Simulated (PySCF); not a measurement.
[Bi(H2O)2]3+: from a saddle point downhill

PySCF 2.14.0, RKS PBE0, Bi def2-SVP with ECP60, O def2-SVP, H def2-SVP; non-relativistic Hamiltonian with scalar-relativistic core potentials where named; density fitting; no spin-orbit coupling. Relaxed within the symmetry of its start, the geometry (D2d) is

```xyz
7

Bi    0.0000    0.0000    0.0000
O     0.0000    0.0000    2.2946
H     0.5569    0.5569    2.9054
H    -0.5569   -0.5569    2.9054
O     0.0000    0.0000   -2.2946
H     0.5569   -0.5569   -2.9054
H    -0.5569    0.5569   -2.9054
```

and its lowest harmonic modes are -91, -91, 190, 385, 419, 645 cm⁻¹ (negative: unstable). It was moved along the lowest mode and relaxed again.

Problem. Where does it end, and how much lower?

Solution. In C2, nearly C2v, 0.686 eV lower, after 46 steps:
```xyz
7

Bi    1.2505   -0.3484    0.0167
O    -0.1396    0.1961    1.6517
H     0.1288    0.2284    2.6147
H    -1.1062    0.4387    1.6309
O    -0.1659   -0.0154   -1.6519
H     0.0597   -0.1923   -2.6094
H    -1.1024    0.3248   -1.6527
```

Problem. How do the contacts change?

Solution. 
| contact | saddle (Å) | end (Å) |
| --- | --- | --- |
| Bi1–O2 (H2O) | 2.295 | 2.214 |
| Bi1–O5 (H2O) | 2.295 | 2.214 |


Problem. Is the end a minimum?

Solution. Yes; lowest modes 35, 122, 182, 454, 459, 569 cm⁻¹.

State: singlet.
